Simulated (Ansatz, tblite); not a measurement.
Cost and result up the ladder for spiro-OMeTAD half, `COc1ccc(N(c2ccc(OC)cc2)c2ccc3c(c2)C2(c4ccccc4-c4ccccc42)c2cc(N(c4ccc(OC)cc4)c4ccc(OC)cc4)ccc2-3)cc1` (101 atoms). The state is a singlet with charge 0. Geometry: PBE-D4/def2-SVP.

Ansatz on 10 threads of AMD EPYC 7R13 on a shared host and a whole NVIDIA H100 80GB HBM3; xTB runs through tblite on one thread. Times are rough, summed over both states, and most runs start from the orbitals of an earlier one. PBE0-D4/def2-SVP serves as the yardstick here, not as an exact answer. The other state is a doublet.

The xTB rows come from tblite. Single mean-field runs in def2-SVP are fitted with def2-universal-jkfit.

Raw xTB energies of ions are shifted by several eV.

```
                          level  functions  vertical IE (eV)  difference from PBE0-D4/def2-SVP (eV)
                       GFN1-xTB        320             11.33                                   5.76
BHLYP-D4/def2-SVP (with forces)       1036              5.76                                   0.19
  PBE-D4/def2-SVP (with forces)       1036              5.15                                  -0.42
               PBE0-D4/def2-SVP       1036              5.57                                   0.00
                       GFN2-xTB        278             10.37                                   4.80
```

(1) Estimate how long each takes.

Answers

(1) GFN2-xTB 1.2 s; GFN1-xTB 1.6 s; PBE-D4/def2-SVP (with forces) 14 s; PBE0-D4/def2-SVP 21 s; BHLYP-D4/def2-SVP (with forces) 27 s. On shared hardware such times vary by a factor of up to 3.
